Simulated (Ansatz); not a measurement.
PBE exchange is replaced step by step with exact exchange (0 % is PBE, 25 % PBE0; no dispersion term), basis def2-TZVP, Ansatz. System: Be3S2 (the lowest singlet isomer of a short search). Total charge 0; singlet. Geometry: r2SCAN-D4/def2-TZVP, each spin state at its own.

The relaxed quintet has other bonds than the singlet, so its gap is one between isomers.

Geometry of the singlet:

```xyz
5

Be    0.577   -1.349    0.173
Be   -0.674    0.466    0.363
Be    1.025    0.242   -1.036
S    -0.045    1.807   -0.879
S    -0.883   -1.167    1.379
```

The structure comes from a short search, and lower isomers may exist.

| exact exchange (%) | HOMO (eV) | LUMO (eV) | gap (eV) | triplet − singlet (kJ/mol) | quintet − singlet (kJ/mol) |
| --- | --- | --- | --- | --- | --- |
| 0 | -5.75 | -3.31 | 2.45 | 190.9 | 476.1 |
| 10 | -6.16 | -3.00 | 3.16 | 196.9 | 485.6 |
| 15 | -6.36 | -2.85 | 3.51 | 199.8 | 490.3 |
| 25 | -6.77 | -2.55 | 4.23 | 205.6 | 499.7 |
| 35 | -7.19 | -2.24 | 4.94 | 211.2 | 508.9 |
| 50 | -7.81 | -1.79 | 6.02 | 219.5 | 521.9 |

Estimate the row for 5 %.


```json
{"exact exchange (%)": "5", "HOMO (eV)": "-5.96", "LUMO (eV)": "-3.15", "gap (eV)": "2.80", "triplet − singlet (kJ/mol)": "193.9", "quintet − singlet (kJ/mol)": "480.9"}
```
